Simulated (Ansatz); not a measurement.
Rb₂Cl₂⁻. Charge -1, multiplicity 2. Geometry B3LYP-D4/def2-TZVP, that of the neutral singlet; atoms count from 1.

```xyz
4

Rb   -0.656    2.035   -0.247
Rb    0.657   -2.035    0.247
Cl   -0.319    0.158    2.153
Cl    0.318   -0.158   -2.153
```

In the def2 sets Rb takes a core potential; there is no spin–orbit coupling. The highest occupied level of the charge -1 doublet lies above zero (up to 0.48 eV). By energy differences its removal costs 0.24 eV (vertical, to the charge 0 singlet, at PBE0-D4/def2-TZVPD); a positive level beside a positive removal energy at the same level points to self-interaction error. The structure comes from a short search, and lower isomers may exist.

(1) Estimate the Mulliken populations from the PBE0/def2-TZVPD orbitals of Ansatz.

(2) Where does the spin sit?

(3) And the Mayer bond orders between bonded heavy atoms (over 0.3)?

Answers

(1) 
```tsv
atom	charge (e)	spin (α − β)
Rb1	0.46	0.50
Rb2	0.46	0.50
Cl3	-0.96	0.00
Cl4	-0.96	0.00
```
Mulliken values and Mayer orders depend strongly on the basis. With diffuse functions, as here, like atoms can get unlike values, and bond orders can come out too low or too high.

(2) Summed by element: Rb 1.01, Cl -0.01, of 1 unpaired in all. Largest on single atoms: Rb1 0.50, Rb2 0.50, Cl3 0.00.

(3) Rb1–Rb2 0.53 (4.30 Å).
